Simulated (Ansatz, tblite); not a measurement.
Forces on (NMe2)3Si-S-SiH3 (C6H21N3SSi2) at its r2SCAN-D4/def2-SVP geometry. The state is a singlet with charge 0.

The xTB rows come from tblite. Single mean-field runs in def2-TZVP are fitted with def2-universal-jkfit.

GFN2-xTB (tblite), largest force 0.72 eV/Å:

```xyz
33
positions Å, forces eV/Å
Si    0.306    0.194   -0.257   -0.332   -0.078   -0.004
N    -0.554    1.608    0.254   -0.155   -0.050   -0.068
C    -0.094    2.604    1.196    0.076    0.236    0.118
C    -1.948    1.752   -0.113   -0.340    0.098   -0.122
N    -0.062   -0.231   -1.889    0.070    0.043   -0.027
C     0.500    0.497   -3.007    0.166    0.186   -0.342
C    -1.021   -1.242   -2.273   -0.237   -0.160   -0.051
N    -0.052   -1.167    0.760   -0.004   -0.071   -0.053
C     0.402   -2.505    0.435    0.091   -0.261   -0.046
C    -0.882   -1.094    1.943   -0.122    0.024    0.179
S     2.437    0.662   -0.170   -0.147   -0.194    0.381
Si    2.784   -0.087    1.811    0.405   -0.046    0.592
H    -0.578    2.508    2.191    0.135   -0.065   -0.386
H     0.994    2.528    1.333   -0.387   -0.062   -0.098
H    -0.313    3.623    0.822    0.032   -0.398    0.053
H    -2.218    1.025   -0.895    0.225    0.273    0.392
H    -2.634    1.598    0.747    0.353    0.031   -0.258
H    -2.149    2.764   -0.515    0.175   -0.324    0.182
H    -0.282    1.032   -3.584    0.196   -0.244    0.277
H     1.027   -0.179   -3.709   -0.242    0.145    0.316
H     1.229    1.247   -2.660   -0.330   -0.384    0.003
H    -0.557   -2.045   -2.883   -0.059    0.370    0.234
H    -1.469   -1.707   -1.384    0.247    0.270   -0.320
H    -1.846   -0.811   -2.878    0.338   -0.053    0.207
H     1.090   -2.479   -0.425   -0.324    0.100    0.355
H    -0.441   -3.178    0.177    0.234    0.293    0.129
H     0.941   -2.965    1.286   -0.220    0.213   -0.215
H    -0.348   -1.475    2.837   -0.106    0.104   -0.363
H    -1.810   -1.693    1.834    0.345    0.183   -0.065
H    -1.172   -0.052    2.142    0.162   -0.428   -0.166
H     2.785   -1.578    1.883   -0.013    0.585   -0.116
H     1.792    0.446    2.794    0.348   -0.183   -0.448
H     4.142    0.400    2.196   -0.579   -0.153   -0.272
```

r2SCAN-D4/def2-TZVP (Ansatz), largest force 0.47 eV/Å:

```
Si -0.166 -0.061 0.057
N 0.243 -0.350 -0.193
C 0.114 0.228 0.209
C -0.319 0.043 -0.079
N 0.111 0.076 0.425
C 0.130 0.174 -0.265
C -0.225 -0.211 -0.081
N 0.063 0.359 -0.278
C 0.102 -0.285 -0.060
C -0.179 0.021 0.256
S -0.160 -0.140 0.188
Si -0.029 0.057 -0.088
H 0.110 -0.001 -0.265
H -0.312 -0.002 -0.034
H 0.032 -0.275 0.072
H 0.081 0.181 0.220
H 0.200 0.034 -0.205
H 0.079 -0.253 0.116
H 0.185 -0.149 0.170
H -0.149 0.156 0.201
H -0.214 -0.210 -0.082
H -0.093 0.227 0.161
H 0.133 0.131 -0.232
H 0.223 -0.082 0.153
H -0.190 0.005 0.234
H 0.196 0.188 0.074
H -0.146 0.143 -0.213
H -0.114 0.091 -0.246
H 0.243 0.140 0.001
H 0.089 -0.282 -0.067
H -0.011 0.157 -0.010
H 0.098 -0.063 -0.102
H -0.127 -0.046 -0.037
```

PBE0-D4/def2-TZVP (Ansatz), largest force 0.39 eV/Å:

```
Si -0.197 -0.065 0.067
N 0.100 -0.228 -0.102
C 0.048 0.070 0.073
C -0.118 0.020 -0.026
N 0.067 0.051 0.226
C 0.043 0.064 -0.104
C -0.093 -0.065 -0.027
N 0.037 0.194 -0.167
C 0.037 -0.083 -0.019
C -0.062 0.018 0.079
S -0.256 -0.170 0.232
Si -0.066 0.059 -0.123
H 0.136 -0.001 -0.304
H -0.318 -0.001 -0.038
H 0.046 -0.306 0.080
H 0.083 0.203 0.235
H 0.226 0.033 -0.242
H 0.087 -0.286 0.123
H 0.216 -0.161 0.193
H -0.161 0.180 0.228
H -0.217 -0.218 -0.088
H -0.108 0.257 0.188
H 0.143 0.133 -0.248
H 0.248 -0.097 0.180
H -0.203 -0.001 0.254
H 0.227 0.213 0.078
H -0.151 0.160 -0.240
H -0.132 0.112 -0.276
H 0.275 0.167 0.005
H 0.091 -0.305 -0.069
H -0.011 0.144 -0.020
H 0.095 -0.054 -0.104
H -0.112 -0.036 -0.041
```
